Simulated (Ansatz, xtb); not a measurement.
# Two isomers of C4H4F4

We compare a, `F[C@@H]1C[C@@H]1C(F)(F)F`, a singlet, with b, `FC(F)(F)C1(F)CC1`, a singlet. Both are isolated molecules in the gas phase, relaxed with B3LYP-D3(BJ)/def2-SVP.

a (Å):

```yaml
atoms:
  - { symbol: C, position_ang: [-0.1183, 0.7967, 0.9418] }
  - { symbol: C, position_ang: [0.0324, 0.1869, -0.4102] }
  - { symbol: C, position_ang: [-1.3497, 0.4168, 0.1726] }
  - { symbol: C, position_ang: [-2.2538, 1.4591, -0.4209] }
  - { symbol: F, position_ang: [0.1808, 2.1139, 1.0946] }
  - { symbol: F, position_ang: [-1.5810, 2.4501, -1.0255] }
  - { symbol: F, position_ang: [-3.0681, 0.9077, -1.3414] }
  - { symbol: F, position_ang: [-3.0386, 2.0128, 0.5185] }
  - { symbol: H, position_ang: [0.1268, 0.2171, 1.8378] }
  - { symbol: H, position_ang: [0.4003, -0.8375, -0.5039] }
  - { symbol: H, position_ang: [0.3338, 0.8730, -1.2058] }
  - { symbol: H, position_ang: [-1.9176, -0.4447, 0.5347] }
```

b (Å):

```xyz
12

C     0.0798    1.7604    0.0030
C    -1.2743    1.1554   -0.2780
C    -1.4345   -0.3172   -0.4552
C    -1.9994    0.3787    0.7691
F    -0.0320    2.9435    0.6200
F     0.8007    0.9463    0.7970
F     0.7729    1.9532   -1.1263
F    -2.0023    1.9801   -1.0827
H    -2.1369   -0.6196   -1.2354
H    -0.5545   -0.9538   -0.3379
H    -3.0791    0.5410    0.8067
H    -1.5102    0.2235    1.7335
```

Task: Estimate which is lower in electronic energy at CCSD(T)/def2-SVP + ΔMP2/def2-TZVPP, and by roughly how much.

Result: Not settled: CCSD(T)/def2-SVP + ΔMP2/def2-TZVPP gives E(b) − E(a) = −0.052 eV, but this leans on the basis-set step: CCSD(T) alone gives −0.036 eV.

Level by level:

```
                             level               geometry  E(b) − E(a) (eV)  departure from the last row (eV)  job, with rough time for the two
                          GFN2-xTB               GFN2-xTB              +0.086                            +0.138              optimisation, 0.11 s
                         HF/STO-3G               GFN2-xTB              +0.006                            +0.058               single point, 0.4 s
                r2SCAN-D4/def2-SVP               GFN2-xTB              −0.031                            +0.021                 single point, 3 s
             B3LYP-D3(BJ)/def2-SVP  B3LYP-D3(BJ)/def2-SVP              −0.023                            +0.029                optimisation, 28 s
                       HF/def2-SVP  B3LYP-D3(BJ)/def2-SVP              −0.005                            +0.047           part of the CCSD(T) run
                      MP2/def2-SVP  B3LYP-D3(BJ)/def2-SVP              −0.034                            +0.018           part of the CCSD(T) run
                  CCSD(T)/def2-SVP  B3LYP-D3(BJ)/def2-SVP              −0.036                            +0.016                      single point
CCSD(T)/def2-SVP + ΔMP2/def2-TZVPP  B3LYP-D3(BJ)/def2-SVP              −0.052                                                  single point, 54 s
```

As drawn, both hold the same kinds of bond in the same numbers.

GFN2-xTB puts the two in the other order. HF/STO-3G, HF/def2-SVP find them nearly level. The largest departure from CCSD(T)/def2-SVP + ΔMP2/def2-TZVPP is that of GFN2-xTB, 0.138 eV. The last row adds to CCSD(T) the change of the MP2 difference between the two basis sets, here −0.016 eV.

With thermal terms from frequencies at re-optimised GFN2-xTB minima (ideal gas, soft modes damped towards free rotors, one conformer each, 298.15 K, 1 atm): the zero-point term adds −0.007 eV; ΔH is −0.056 and ΔG −0.055 eV.

The correlated steps freeze 8 core orbitals. Mirror images aren't counted in ΔG. Programs: Ansatz 0.2.0, xtb 6.7.1; the last row on 2 threads of Intel(R) Xeon(R) 6975P-C (Granite Rapids) on a shared host.
